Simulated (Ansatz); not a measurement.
**Molecular dynamics of CH₂BrClOSi**

input.yaml

```yaml
crystal:
  periodic: [false, false, false]
  atoms:
    - { symbol: Cl, position_ang: [-0.048299, -1.34941, 1.599494] }
    - { symbol: C, position_ang: [-0.13102, -0.645191, -0.018393] }
    - { symbol: Br, position_ang: [-0.947892, -1.865492, -1.286609] }
    - { symbol: O, position_ang: [1.044983, -0.135786, -0.418353] }
    - { symbol: Si, position_ang: [-0.472317, 1.241992, -0.088513] }
    - { symbol: H, position_ang: [-0.108276, 1.727388, 1.297625] }
    - { symbol: H, position_ang: [0.724021, 0.958499, -1.130952] }
basis:
  gaussian: { orbitals: def2-SVP }
hamiltonian:
  xc: pbe0
  dispersion: d4
md:
  timestep: 0.5
  n_steps: 168
  ensemble: nve
  temperature: 300.0
  initial_velocities: maxwell_boltzmann
  seed: 10353
```

Command:

```bash
$ ansatz run input.yaml --threads 2 --pin off --max-ram 3072MiB --backend cpu --events-out ev --progress --plain --runs-dir out
```

It starts at the highest image of a converged band, a first-order saddle point between two minima.

Output, in part (step lines, the closing report, with atoms numbered from 0):

```
md step     0: t =     0.00 fs  T =   300.0 K  F+E_penalty+E_count = -93523.79971355 eV  E_kin = 0.193890 eV  conserved = -93523.60582355 eV  (28 SCF iters)
md step     1: t =     0.50 fs  T =   296.0 K  F+E_penalty+E_count = -93523.79715415 eV  E_kin = 0.191330 eV  conserved = -93523.60582368 eV  (30 SCF iters)
md step     2: t =     1.00 fs  T =   284.5 K  F+E_penalty+E_count = -93523.78965875 eV  E_kin = 0.183887 eV  conserved = -93523.60577126 eV  (30 SCF iters)
md step     3: t =     1.50 fs  T =   266.9 K  F+E_penalty+E_count = -93523.77815660 eV  E_kin = 0.172489 eV  conserved = -93523.60566742 eV  (28 SCF iters)
md step     4: t =     2.00 fs  T =   245.8 K  F+E_penalty+E_count = -93523.76437085 eV  E_kin = 0.158845 eV  conserved = -93523.60552554 eV  (28 SCF iters)
md step     5: t =     2.50 fs  T =   224.7 K  F+E_penalty+E_count = -93523.75059220 eV  E_kin = 0.145220 eV  conserved = -93523.60537184 eV  (28 SCF iters)
md step     6: t =     3.00 fs  T =   207.4 K  F+E_penalty+E_count = -93523.73927100 eV  E_kin = 0.134032 eV  conserved = -93523.60523851 eV  (28 SCF iters)
md step     7: t =     3.50 fs  T =   197.1 K  F+E_penalty+E_count = -93523.73251921 eV  E_kin = 0.127365 eV  conserved = -93523.60515456 eV  (28 SCF iters)
[... lines left out ...]
Total energy: -93524.43458982 eV, -3436.9595780374 hartree
Atom 0 at     0.016815    -1.448987     1.638191 Å, force    -0.710740     1.041511    -0.649261 eV/Å
Atom 1 at    -0.021124    -0.521489    -0.034839 Å, force     0.559911    -2.700494     0.530542 eV/Å
Atom 2 at    -0.953880    -1.758450    -1.274150 Å, force     0.026598     0.327018     0.148863 eV/Å
Atom 3 at     1.289874    -0.505522    -0.409649 Å, force    -0.085273     2.633503    -0.046087 eV/Å
Atom 4 at    -0.771695     1.242289    -0.184054 Å, force    -0.584318    -0.070677     0.192067 eV/Å
Atom 5 at     0.410139     1.652865     0.668729 Å, force     0.414519     0.413799     0.182638 eV/Å
Atom 6 at     1.535231     0.436013    -0.130823 Å, force     0.379303    -1.644660    -0.358763 eV/Å
Dipole moment:     0.052856     0.645465    -0.037653 e Å
```

The steps, from the saved trajectory:

```json
{"time (fs)": "0.0", "T (K)": "300", "potential energy less start (eV)": "0.000", "conserved less start (meV/atom)": "0.00"}
{"time (fs)": "2.5", "T (K)": "225", "potential energy less start (eV)": "0.049", "conserved less start (meV/atom)": "0.06"}
{"time (fs)": "5.0", "T (K)": "221", "potential energy less start (eV)": "0.052", "conserved less start (meV/atom)": "0.08"}
{"time (fs)": "7.5", "T (K)": "377", "potential energy less start (eV)": "-0.049", "conserved less start (meV/atom)": "0.08"}
{"time (fs)": "10.0", "T (K)": "710", "potential energy less start (eV)": "-0.265", "conserved less start (meV/atom)": "0.05"}
{"time (fs)": "12.5", "T (K)": "956", "potential energy less start (eV)": "-0.424", "conserved less start (meV/atom)": "-0.02"}
{"time (fs)": "15.0", "T (K)": "1391", "potential energy less start (eV)": "-0.709", "conserved less start (meV/atom)": "-0.55"}
{"time (fs)": "17.5", "T (K)": "1176", "potential energy less start (eV)": "-0.565", "conserved less start (meV/atom)": "0.14"}
{"time (fs)": "20.0", "T (K)": "1519", "potential energy less start (eV)": "-0.789", "conserved less start (meV/atom)": "-0.22"}
{"time (fs)": "22.5", "T (K)": "1596", "potential energy less start (eV)": "-0.836", "conserved less start (meV/atom)": "0.25"}
{"time (fs)": "25.0", "T (K)": "1454", "potential energy less start (eV)": "-0.748", "conserved less start (meV/atom)": "-0.33"}
{"time (fs)": "27.5", "T (K)": "869", "potential energy less start (eV)": "-0.366", "conserved less start (meV/atom)": "0.22"}
{"time (fs)": "30.0", "T (K)": "1188", "potential energy less start (eV)": "-0.577", "conserved less start (meV/atom)": "-0.51"}
{"time (fs)": "32.5", "T (K)": "1070", "potential energy less start (eV)": "-0.497", "conserved less start (meV/atom)": "0.20"}
{"time (fs)": "35.0", "T (K)": "1267", "potential energy less start (eV)": "-0.625", "conserved less start (meV/atom)": "-0.06"}
{"time (fs)": "37.5", "T (K)": "1447", "potential energy less start (eV)": "-0.741", "conserved less start (meV/atom)": "0.03"}
{"time (fs)": "40.0", "T (K)": "1822", "potential energy less start (eV)": "-0.987", "conserved less start (meV/atom)": "-0.50"}
{"time (fs)": "42.5", "T (K)": "1428", "potential energy less start (eV)": "-0.731", "conserved less start (meV/atom)": "-0.26"}
{"time (fs)": "45.0", "T (K)": "965", "potential energy less start (eV)": "-0.429", "conserved less start (meV/atom)": "0.22"}
{"time (fs)": "47.5", "T (K)": "1353", "potential energy less start (eV)": "-0.682", "conserved less start (meV/atom)": "-0.22"}
{"time (fs)": "50.0", "T (K)": "1452", "potential energy less start (eV)": "-0.743", "conserved less start (meV/atom)": "0.23"}
{"time (fs)": "52.5", "T (K)": "1419", "potential energy less start (eV)": "-0.726", "conserved less start (meV/atom)": "-0.36"}
{"time (fs)": "55.0", "T (K)": "884", "potential energy less start (eV)": "-0.376", "conserved less start (meV/atom)": "0.16"}
{"time (fs)": "57.5", "T (K)": "921", "potential energy less start (eV)": "-0.405", "conserved less start (meV/atom)": "-0.50"}
{"time (fs)": "60.0", "T (K)": "590", "potential energy less start (eV)": "-0.187", "conserved less start (meV/atom)": "0.12"}
{"time (fs)": "62.5", "T (K)": "702", "potential energy less start (eV)": "-0.260", "conserved less start (meV/atom)": "-0.02"}
{"time (fs)": "65.0", "T (K)": "885", "potential energy less start (eV)": "-0.378", "conserved less start (meV/atom)": "0.02"}
{"time (fs)": "67.5", "T (K)": "1154", "potential energy less start (eV)": "-0.553", "conserved less start (meV/atom)": "-0.19"}
{"time (fs)": "70.0", "T (K)": "1304", "potential energy less start (eV)": "-0.652", "conserved less start (meV/atom)": "-0.48"}
{"time (fs)": "72.5", "T (K)": "1041", "potential energy less start (eV)": "-0.478", "conserved less start (meV/atom)": "0.09"}
{"time (fs)": "75.0", "T (K)": "1001", "potential energy less start (eV)": "-0.456", "conserved less start (meV/atom)": "-0.39"}
{"time (fs)": "77.5", "T (K)": "543", "potential energy less start (eV)": "-0.154", "conserved less start (meV/atom)": "0.47"}
{"time (fs)": "80.0", "T (K)": "911", "potential energy less start (eV)": "-0.396", "conserved less start (meV/atom)": "-0.22"}
{"time (fs)": "82.5", "T (K)": "1004", "potential energy less start (eV)": "-0.455", "conserved less start (meV/atom)": "0.07"}
```

All steps were run. The conserved energy stayed within 0.6 meV per atom of its start (net change -0.33 meV per atom), so the integration is sound. The system heated up, since it started high on the potential surface and ran downhill. A run of 0.084 ps of so small a system gives no equilibrium averages. The orbitals stay closed-shell, which can raise the energy where a bond breaks towards radicals; this wasn't checked here.

The step under study would form O4–H7 and break Si5–H7. These pairs go: O4–H7 1.34 → 1.01 Å, Si5–H7 1.61 → 2.44 Å. In the last frame they stand as after the step (other bonds may differ from the relaxed reactants and products). Also parted: O4–Si5 2.08 → 2.71 Å. It ends as one piece, CH2BrClOSi. Pairs count as bonded within 1.25 times the sum of covalent radii (0.12 Å more for H–H).

Last frame:

```xyz
7
Properties=species:S:1:pos:R:3
Cl 0.017 -1.449 1.638
C -0.021 -0.521 -0.035
Br -0.954 -1.758 -1.274
O 1.290 -0.505 -0.410
Si -0.772 1.242 -0.184
H 0.410 1.653 0.669
H 1.535 0.436 -0.131
```

Time of the run: 9.1 min on 2 threads of Arm Neoverse V1, on a shared host, peak memory 0.26 GiB.
